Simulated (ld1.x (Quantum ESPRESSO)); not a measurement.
Which change was made? (Cl, TM)

```json
{"Element": "Cl (Z = 17)", "Generator": "ld1.x (Quantum ESPRESSO) 7.5", "Type": "norm-conserving Troullier–Martins (Kleinman–Bylander form)", "Functional": "PBEsol", "Relativity": "scalar-relativistic", "Frozen core": "[Ne]", "Valence charge": "7", "Reference configuration": "3s1 3p6", "Partial waves": "3s (bound): rc 1.05 bohr; 3p (bound): rc 1.25 bohr; 3d channel at 0.05 Ry: rc 1.35 bohr", "Local potential": "all-electron potential smoothed inside 0.80 bohr (lloc = -1)", "Core correction": "a·sin(br)/r model core, default radius (core density twice the valence density)"}
```

Cutoffs, loose and tight: the cutoffs (Ry, on a coarse ladder) from which the occupation-weighted sum of valence levels, in a spherical-Bessel basis at the reference potential, stays within 10 and 1 mRy of its value at 400 Ry. They do not see the model core or the augmentation charge, which bear on the density cutoff. Test errors are all-electron minus pseudo excitation energies from the reference, over the configurations 3s2 3p5; 3s2 3p4; 3s2 3p3; 3s2 3p1; 3s2 3p5.3; 3s2 3p4.5; 3s1 3p5; variants that change the core or the reference have their own tests. The largest error is taken over the tests solved by every variant that gives reliable tests at all, those not shown here included: 3s1 3p5; 3s2 3p3; 3s2 3p4; 3s2 3p4.5; 3s2 3p5; 3s2 3p5.3.

The base gives: outcome: generated; cutoff, loose: 70 Ry; cutoff, tight: 140 Ry; bound ghosts: s; largest test error (meV): +8.1.

(1) After one change the result is: outcome: generated; cutoff, loose: 110 Ry; cutoff, tight: 260 Ry; bound ghosts: s; largest test error (meV): +11. Which change was it?
A. all radii but the core radius scaled by about 1.14 (s 1.20, p 1.42, d 1.54 bohr); local potential all-electron potential smoothed inside 0.92 bohr (lloc = -1)
B. all radii but the core radius scaled by about 0.87 (s 0.92, p 1.08, d 1.18 bohr); local potential all-electron potential smoothed inside 0.70 bohr (lloc = -1)
C. all radii but the core radius scaled by about 1.04 (s 1.10, p 1.30, d 1.40 bohr); local potential all-electron potential smoothed inside 0.84 bohr (lloc = -1)

Answers

(1) B. The others give: all radii but the core radius scaled by about 1.14 (s 1.20, p 1.42, d 1.54 bohr); local potential all-electron potential smoothed inside 0.92 bohr (lloc = -1) → outcome: generated; cutoff, loose: 35 Ry; cutoff, tight: 70 Ry; bound ghosts: none; largest test error (meV): +29 | all radii but the core radius scaled by about 1.04 (s 1.10, p 1.30, d 1.40 bohr); local potential all-electron potential smoothed inside 0.84 bohr (lloc = -1) → outcome: generated; cutoff, loose: 60 Ry; cutoff, tight: 110 Ry; bound ghosts: s; largest test error (meV): +8.9.
